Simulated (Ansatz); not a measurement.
Consider the redistribution: `CNB(N)O` + `C#CB(C)F` → `CNB(C)N` + `C#CB(O)F`.

Gas-phase electronic energies from Ansatz, PBE0-D4/def2-TZVP geometries. CBS: MP2 limit from def2 TZ/QZ plus the TZ coupled-cluster correction, frozen cores. Functionals use def2-TZVPP. B3LYP here is the variant with VWN-RPA as its local correlation; programs differ in this. Each species was taken in one conformer, which may not be the lowest.

`CNB(N)O`:

```xyz
12

C     1.655    0.253   -0.287
N     0.464   -0.453   -0.671
B    -0.816   -0.327   -0.082
N    -1.054    0.547    1.015
O    -1.821   -1.104   -0.633
H     2.548   -0.298   -0.592
H     1.709    0.353    0.801
H     1.726    1.261   -0.718
H     0.533   -1.000   -1.510
H    -0.343    1.136    1.406
H    -1.917    0.574    1.524
H    -2.684   -0.943   -0.254
```

`C#CB(C)F`:

```xyz
9

C     0.645   -0.174   -2.307
C     0.624   -0.003   -1.114
B     0.538    0.202    0.401
C    -0.778   -0.010    1.203
F     1.653    0.562    1.028
H     0.674   -0.323   -3.362
H    -0.692    0.290    2.248
H    -1.056   -1.070    1.167
H    -1.610    0.527    0.737
```

`CNB(C)N`:

Z-matrix (Å, degrees):
```
C
N 1 1.439
H 1 1.090 2 109.7
H 1 1.097 2 112.3 3 -119.3
H 1 1.097 2 112.2 3 119.2
B 2 1.416 1 127.1 3 0.4
H 2 1.007 1 113.7 3 -179.8
N 6 1.418 2 119.5 1 179.9
C 6 1.582 2 121.1 1 -0.1
H 8 1.005 6 124.5 2 0.0
H 8 1.003 6 122.0 2 180.0
H 9 1.095 6 111.6 2 59.6
H 9 1.093 6 112.3 2 -180.0
H 9 1.095 6 111.7 2 -59.5
```

`C#CB(O)F`:

Cartesian coordinates in Å:
```
C -1.238 -1.261 -0.463
C -0.320 -0.496 -0.318
B 0.828 0.495 -0.096
O 0.845 1.379 0.921
F 1.860 0.504 -0.925
H -2.045 -1.943 -0.602
H 0.069 1.321 1.484
```

Task: Is it downhill or uphill in electronic energy at CCSD(T)/CBS, and by how much? (Best estimate.)

Result: Computed: Downhill: ΔE = -0.30 eV.

Task: What do these levels give: PBE0-D4, B3LYP-D4, ωB97X-V, B2PLYP, PBE, B3LYP, HF/def2-TZVPP, SCS-MP2/def2-TZVPP, MP2/def2-QZVPP, HF/CBS(def2), MP2/CBS(def2), CCSD/CBS(def2)? (Estimate.)

Result: Ansatz gave: PBE0-D4 -0.30, B3LYP-D4 -0.29, ωB97X-V -0.28, B2PLYP -0.29, PBE -0.31, B3LYP -0.27, HF/def2-TZVPP -0.22, SCS-MP2/def2-TZVPP -0.31, MP2/def2-QZVPP -0.31, HF/CBS(def2) -0.22, MP2/CBS(def2) -0.31, CCSD/CBS(def2) -0.29 eV.

Largest T1 diagnostic among the species: 0.014.

In def2-TZVPP, CCSD(T) changes the Hartree–Fock value by −0.09 eV (the triples alone add −0.02 eV) and MP2 by −0.10 eV.
